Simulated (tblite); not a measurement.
Compound: C2H6GeSSe.
Bonds: C1–C2, C2–S3 (double), C2–Se4, Se4–Ge5. Hydrogens: H6, H7, H8 on C1; H9, H10, H11 on Ge5.

Computed with GFN2-xTB (tblite), gas phase: L-BFGS steps from a force-field or distance-geometry start until the largest atomic force falls under 0.01 eV/Å.

Step 71: E = -426.8201 eV
```
atom  x, y, z in Å  |  force x, y, z in eV/Å
C1     -2.2316   -0.0938   -0.0131    0.037   0.018  -0.051
C2     -0.7830    0.1814    0.1897   -0.008  -0.012   0.001
S3     -0.1674    0.6047    1.6371    0.041   0.019  -0.038
Se4     0.3051   -0.0538   -1.3564   -0.082  -0.075   0.040
Ge5     2.3420   -0.0130   -0.2177    0.011  -0.065  -0.073
H6     -2.8490    0.7107    0.3894    0.078  -0.011  -0.041
H7     -2.4916   -1.0014    0.5332   -0.039  -0.023  -0.023
H8     -2.4382   -0.2418   -1.0746   -0.114   0.026   0.069
H9      2.2965   -0.9434    0.9474    0.002   0.000   0.021
H10     3.3310   -0.5289   -1.2251    0.034   0.044   0.005
H11     2.6915    1.3818    0.1641    0.039   0.080   0.090
```

Step 72: E = -426.8229 eV
```
atom  x, y, z in Å  |  force x, y, z in eV/Å
C1     -2.2271   -0.0969   -0.0095    0.011   0.043  -0.093
C2     -0.7789    0.1808    0.1759    0.012   0.009  -0.055
S3     -0.1558    0.6340    1.6084    0.067   0.033   0.078
Se4     0.3057   -0.0607   -1.3717   -0.080  -0.087   0.030
Ge5     2.3361   -0.0135   -0.2179    0.007  -0.104  -0.056
H6     -2.8387    0.6982    0.4165    0.052   0.043  -0.064
H7     -2.4830   -1.0069    0.5294   -0.022  -0.123   0.011
H8     -2.4489   -0.2343   -1.0691   -0.122   0.034   0.061
H9      2.2695   -0.9510    0.9430    0.018   0.005  -0.002
H10     3.3426   -0.5220   -1.2129    0.019   0.038   0.005
H11     2.6838    1.3749    0.1819    0.037   0.110   0.084
```

Step 73: E = -426.8258 eV
```
atom  x, y, z in Å  |  force x, y, z in eV/Å
C1     -2.2263   -0.0986   -0.0095   -0.044   0.022  -0.020
C2     -0.7782    0.1801    0.1700    0.028   0.024  -0.016
S3     -0.1510    0.6499    1.5971    0.040   0.014   0.045
Se4     0.3023   -0.0705   -1.3760   -0.044  -0.079   0.015
Ge5     2.3331   -0.0125   -0.2199    0.018  -0.090   0.001
H6     -2.8345    0.6939    0.4276    0.054   0.035  -0.080
H7     -2.4827   -1.0120    0.5271    0.010  -0.086  -0.016
H8     -2.4583   -0.2303   -1.0672   -0.106   0.035   0.048
H9      2.2599   -0.9552    0.9399    0.027   0.024  -0.032
H10     3.3495   -0.5149   -1.2078    0.013   0.023  -0.008
H11     2.6915    1.3727    0.1927    0.004   0.077   0.063
```

Q: Estimate the geometry and energy of step 74. (The exact step hangs on the optimiser's Hessian estimate; all steps are aligned on step 73, rigid shifts and turns removed.)

A: E = -426.8287 eV, largest force 0.090 eV/Å
```
atom  x, y, z in Å  |  force x, y, z in eV/Å
C1     -2.2275   -0.0994   -0.0101   -0.056   0.017   0.069
C2     -0.7784    0.1784    0.1656    0.031   0.015   0.007
S3     -0.1464    0.6612    1.5882    0.004  -0.002  -0.011
Se4     0.2962   -0.0915   -1.3788    0.016  -0.047   0.023
Ge5     2.3310   -0.0104   -0.2231    0.021  -0.023   0.054
H6     -2.8299    0.6925    0.4355    0.035   0.036  -0.065
H7     -2.4836   -1.0166    0.5226    0.023  -0.054  -0.025
H8     -2.4718   -0.2239   -1.0641   -0.077   0.029  -0.004
H9      2.2533   -0.9551    0.9354    0.037   0.015  -0.035
H10     3.3570   -0.5044   -1.2034    0.016   0.000  -0.032
H11     2.7054    1.3718    0.2062   -0.052   0.014   0.020
```

The energy changes by -0.0029 eV. The first-order estimate −F·Δx gives -0.0046 eV and the mean of the old and new forces, exact on a quadratic surface, -0.0029 eV. The step makes an angle of 65° with the force vector and moves no atom by more than 0.022 Å.

What follows is the cost of the whole relaxation. Time: 1.0 s of wall time. Hardware: an Arm Neoverse N1 with one thread, no GPU, on a shared host.
